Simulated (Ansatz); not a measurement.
Reaction (formal exchange of groups at the Si–S bond): `O[SiH](O)S[SiH](O)F` + `[SiH3]Cl` → `O[SiH](F)[SiH2]Cl` + `O[SiH](O)S`

Program: Ansatz. Geometries: PBE0-D4/def2-TZVP. ΔE: electronic, gas phase. CCSD(T)/CBS is the MP2 limit (def2-TZVPP, def2-QZVPP) plus CCSD(T) − MP2 in def2-TZVPP, frozen cores. This one scheme is used for every species. Each species was taken in one conformer, which may not be the lowest.

`O[SiH](O)S[SiH](O)F`:

Cartesian coordinates in Å:
```
O 0.663 2.564 0.910
Si 0.652 0.983 0.509
O 1.165 0.841 -1.049
S -1.345 0.270 0.747
Si -1.076 -1.692 -0.059
O -0.168 -1.685 -1.399
F -0.395 -2.602 1.055
H 0.023 2.886 1.546
H 1.609 0.171 1.280
H 0.814 1.482 -1.674
H -2.399 -2.264 -0.347
H 0.456 -0.955 -1.518
```

`[SiH3]Cl`:

Z-matrix (Å, degrees):
```
Si
Cl 1 2.054
H 1 1.481 2 108.5
H 1 1.481 2 108.5 3 -120.0
H 1 1.481 2 108.5 3 120.0
```

`O[SiH](F)[SiH2]Cl`:

Z-matrix (Å, degrees):
```
Si
F 1 1.599
Si 1 2.352 2 107.1
O 1 1.631 2 111.2 3 -118.1
H 1 1.479 2 107.2 3 125.6
Cl 3 2.075 1 104.1 2 -86.9
H 3 1.483 1 114.7 2 30.9
H 3 1.485 1 112.7 2 157.0
H 4 0.961 1 117.4 2 80.6
```

`O[SiH](O)S`:

Cartesian coordinates in Å:
```
O 0.663 -0.096 -1.312
Si -0.286 -0.454 -0.022
O -1.632 0.449 -0.185
S 0.803 -0.151 1.791
H 1.591 -0.322 -1.236
H -0.719 -1.864 0.044
H -1.540 1.314 -0.589
H 1.121 1.124 1.509
```

```json
{"species": "`O[SiH](O)S[SiH](O)F`", "MP2/def2-TZVPP energy (Eh)": "-1304.20882"}
{"species": "`[SiH3]Cl`", "MP2/def2-TZVPP energy (Eh)": "-750.56877"}
{"species": "`O[SiH](F)[SiH2]Cl`", "MP2/def2-TZVPP energy (Eh)": "-1215.20075"}
{"species": "`O[SiH](O)S`", "MP2/def2-TZVPP energy (Eh)": "-839.53618"}
```

**Question.** Work out ΔE.

**Answer.** ΔE = (-1215.20075) + (-839.53618) − (-1304.20882) − (-750.56877) = 0.04066 Eh = +25.5 kcal/mol. CCSD(T)/CBS gives +23.1 kcal/mol.

Largest T1 diagnostic among the species: 0.012.

From PBE to PBE0 (25 % exact exchange), in def2-TZVPP and without D4, ΔE moves by +1.4 kcal/mol. The D4 term adds +1.6 kcal/mol with B3LYP and +0.9 kcal/mol with PBE0; it sums over pairs of atoms, weighted by their polarisabilities, and B3LYP, whose exchange is more repulsive, gets the larger term.

B3LYP here is the variant with VWN-RPA as its local correlation; programs differ in this.
